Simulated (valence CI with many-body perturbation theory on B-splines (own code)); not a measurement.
## Bi75+: E2, E3, M1, M2 decay

Level of theory: configuration interaction combined with many-body perturbation theory (CI+MBPT): six valence electrons over a frozen Dirac-Fock core [He], radial functions for each j: 9 s, 9 p, 8 d, 6 f, 3 g, 1 h, with the one-electron correlation potential Σ1 (screened to all orders), the two-electron term Σ2, the three-electron term Σ3, Breit, model QED; selected single and double excitations, second order for the rest, scaled by the run's own slope (own B-spline code, finite nucleus).

The last digits are not significant, and no measured levels were compared; by estimate large intervals hold to a few tenths of a per cent, small ones and those within an open d or f shell to about a per cent. Among the levels kept, up to 1900 cm⁻¹ of a level comes from second order outside the variational space, and about a tenth of that is noise between levels of different J, which matters for small intervals.

Lines 1 to 41 of 41 in falling wavelength, among levels below 113120 × 10³ cm⁻¹, chosen from the decays that carry over 1 % of a level's rate. Wavelengths and rates use the calculated energies. Electric multipoles are in the length gauge with retardation, E1 and E2 with the static RPA response of the core. M1 uses the relativistic operator with retardation. S is in atomic units (e²a₀⁴ for E2 and M2, e²a₀⁶ for E3), for M1 in squared Bohr magnetons. Weak lines are less certain than strong ones. Lines between different terms over intervals too small for the method are left out, as are lines whose strength nearly cancels. The highest levels of a list are the least certain.

Levels are named by their leading jj configuration (3d3/2^4 stands for four electrons in 3d with j = 3/2), which in mixed levels can hold well under half, so a name can repeat and another be missing. Letters in brackets count levels of one name in rising energy.

| λ vac (nm) | Upper | Lower | Type | A (s⁻¹) | S (a.u.) |
| --- | --- | --- | --- | --- | --- |
| 17.07 | (2s^2 2p1/2^2 2p3/2^2) J=0 | (2s^2 2p1/2^2 2p3/2^2) J=2 | E2 | 1.24e+02 | 1.61e-05 |
| 0.5336 | (2s^2 2p1/2 2p3/2^3) J=1 | (2s^2 2p1/2^2 2p3/2^2) J=0 | M1 | 3.80e+10 | 6.43e-01 |
| 0.5221 | (2s^2 2p1/2 2p3/2^2 3p1/2) J=1 [a] | (2s^2 2p1/2^2 2p3/2 3p1/2) J=2 | M1 | 2.03e+10 | 3.21e-01 |
| 0.5219 | (2s^2 2p1/2 2p3/2^2 3p1/2) J=1 [a] | (2s^2 2p1/2^2 2p3/2 3p1/2) J=1 | M1 | 1.01e+11 | 1.59e+00 |
| 0.5203 | (2s^2 2p1/2 2p3/2^2 3p1/2) J=2 [a] | (2s^2 2p1/2^2 2p3/2 3p1/2) J=2 | M1 | 9.48e+10 | 2.48e+00 |
| 0.5175 | (2s^2 2p1/2 2p3/2^3) J=1 | (2s^2 2p1/2^2 2p3/2^2) J=2 | M1 | 1.02e+11 | 1.58e+00 |
| 0.5135 | (2s^2 2p1/2 2p3/2^3) J=2 | (2s^2 2p1/2^2 2p3/2^2) J=2 | M1 | 6.10e+10 | 1.53e+00 |
| 0.5135 | (2s^2 2p1/2 2p3/2^3) J=2 | (2s^2 2p1/2^2 2p3/2^2) J=2 | E2 | 1.29e+09 | 2.05e-05 |
| 0.5062 | (2s^2 2p3/2^4) J=0 | (2s^2 2p1/2 2p3/2^3) J=1 | M1 | 2.54e+11 | 1.22e+00 |
| 0.5035 | (2s^2 2p1/2 2p3/2^2 3p1/2) J=1 [b] | (2s^2 2p1/2^2 2p3/2 3p1/2) J=2 | M1 | 5.39e+10 | 7.66e-01 |
| 0.4916 | (2s^2 2p1/2 2p3/2^2 3p1/2) J=0 | (2s^2 2p1/2^2 2p3/2 3p1/2) J=1 | M1 | 6.61e+10 | 2.91e-01 |
| 0.1131 | (2s^2 2p1/2^2 2p3/2 3p1/2) J=1 | (2s^2 2p1/2^2 2p3/2^2) J=0 | M1 | 5.82e+10 | 9.36e-03 |
| 0.1131 | (2s^2 2p1/2^2 2p3/2 3p1/2) J=2 | (2s^2 2p1/2^2 2p3/2^2) J=0 | E2 | 1.01e+12 | 8.38e-06 |
| 0.1127 | (2s^2 2p1/2 2p3/2^2 3p1/2) J=1 [a] | (2s^2 2p1/2 2p3/2^3) J=2 | E2 | 5.34e+11 | 2.61e-06 |
| 0.1127 | (2s^2 2p1/2 2p3/2^2 3p1/2) J=1 [a] | (2s^2 2p1/2 2p3/2^3) J=2 | M1 | 3.00e+10 | 4.78e-03 |
| 0.1127 | (2s^2 2p1/2 2p3/2^2 3p1/2) J=2 [a] | (2s^2 2p1/2 2p3/2^3) J=2 | M1 | 9.65e+10 | 2.56e-02 |
| 0.1127 | (2s^2 2p1/2 2p3/2^2 3p1/2) J=2 [a] | (2s^2 2p1/2 2p3/2^3) J=2 | E2 | 4.27e+10 | 3.46e-07 |
| 0.1126 | (2s^2 2p1/2 2p3/2^2 3p1/2) J=1 [a] | (2s^2 2p1/2 2p3/2^3) J=1 | E2 | 5.34e+11 | 2.58e-06 |
| 0.1126 | (2s^2 2p1/2 2p3/2^2 3p1/2) J=1 [a] | (2s^2 2p1/2 2p3/2^3) J=1 | M1 | 1.51e+11 | 2.40e-02 |
| 0.1125 | (2s^2 2p1/2 2p3/2^2 3p1/2) J=3 | (2s^2 2p1/2 2p3/2^3) J=2 | E2 | 3.15e+12 | 3.55e-05 |
| 0.1125 | (2s^2 2p1/2 2p3/2^2 3p1/2) J=2 [a] | (2s^2 2p1/2 2p3/2^3) J=1 | E2 | 2.48e+12 | 1.99e-05 |
| 0.1124 | (2s^2 2p1/2^2 2p3/2 3p1/2) J=1 | (2s^2 2p1/2^2 2p3/2^2) J=2 | E2 | 2.68e+12 | 1.29e-05 |
| 0.1124 | (2s^2 2p1/2^2 2p3/2 3p1/2) J=1 | (2s^2 2p1/2^2 2p3/2^2) J=2 | M1 | 1.50e+11 | 2.37e-02 |
| 0.1123 | (2s^2 2p1/2^2 2p3/2 3p1/2) J=2 | (2s^2 2p1/2^2 2p3/2^2) J=2 | E2 | 3.70e+12 | 2.96e-05 |
| 0.1123 | (2s^2 2p1/2^2 2p3/2 3p1/2) J=2 | (2s^2 2p1/2^2 2p3/2^2) J=2 | M1 | 9.02e+10 | 2.37e-02 |
| 0.1123 | (2s^2 2p1/2 2p3/2^2 3p1/2) J=3 | (2s^2 2p1/2 2p3/2^3) J=1 | E2 | 5.25e+11 | 5.87e-06 |
| 0.1120 | (2s^2 2p1/2 2p3/2^2 3p1/2) J=2 [b] | (2s^2 2p1/2 2p3/2^3) J=2 | E2 | 1.79e+12 | 1.41e-05 |
| 0.1120 | (2s^2 2p1/2 2p3/2^2 3p1/2) J=2 [b] | (2s^2 2p1/2 2p3/2^3) J=2 | M1 | 6.79e+10 | 1.77e-02 |
| 0.1119 | (2s^2 2p1/2 2p3/2^2 3p1/2) J=1 [b] | (2s^2 2p1/2 2p3/2^3) J=2 | E2 | 1.38e+12 | 6.48e-06 |
| 0.1119 | (2s^2 2p1/2 2p3/2^2 3p1/2) J=1 [b] | (2s^2 2p1/2 2p3/2^3) J=2 | M1 | 7.83e+10 | 1.22e-02 |
| 0.1118 | (2s 2p1/2^2 2p3/2^2 3p1/2) J=0 | (2s 2p1/2^2 2p3/2^3) J=2 | E2 | 2.74e+12 | 4.28e-06 |
| 0.1118 | (2s^2 2p1/2 2p3/2^2 3p1/2) J=2 [b] | (2s^2 2p1/2 2p3/2^3) J=1 | E2 | 4.13e+11 | 3.22e-06 |
| 0.1117 | (2s^2 2p1/2 2p3/2^2 3p1/2) J=1 [b] | (2s^2 2p1/2 2p3/2^3) J=1 | E2 | 1.38e+12 | 6.44e-06 |
| 0.1113 | (2s^2 2p1/2 2p3/2^2 3p1/2) J=0 | (2s^2 2p1/2 2p3/2^3) J=2 | E2 | 2.75e+12 | 4.18e-06 |
| 0.1111 | (2s^2 2p1/2 2p3/2^2 3p1/2) J=0 | (2s^2 2p1/2 2p3/2^3) J=1 | M1 | 9.09e+10 | 4.62e-03 |
| 0.1061 | (2s^2 2p1/2^2 2p3/2 3p3/2) J=2 | (2s^2 2p1/2^2 2p3/2^2) J=0 | E2 | 1.08e+12 | 6.46e-06 |
| 0.1058 | (2s^2 2p1/2^2 2p3/2 3p3/2) J=3 | (2s^2 2p1/2^2 2p3/2^2) J=2 | E2 | 2.11e+12 | 1.74e-05 |
| 0.1058 | (2s^2 2p1/2^2 2p3/2 3p3/2) J=1 | (2s^2 2p1/2^2 2p3/2^2) J=2 | E2 | 2.12e+12 | 7.52e-06 |
| 0.1052 | (2s^2 2p1/2^2 2p3/2 3p3/2) J=0 | (2s^2 2p1/2^2 2p3/2^2) J=2 | E2 | 5.41e+12 | 6.22e-06 |
| 0.1031 | (2s^2 2p1/2^2 2p3/2 3d5/2) J=4 | (2s^2 2p1/2^2 2p3/2^2) J=2 | M2 | 1.79e+11 | 1.68e-06 |
| 0.1031 | (2s^2 2p1/2^2 2p3/2 3d5/2) J=4 | (2s^2 2p1/2^2 2p3/2^2) J=2 | E3 | 1.35e+10 | 4.78e-07 |
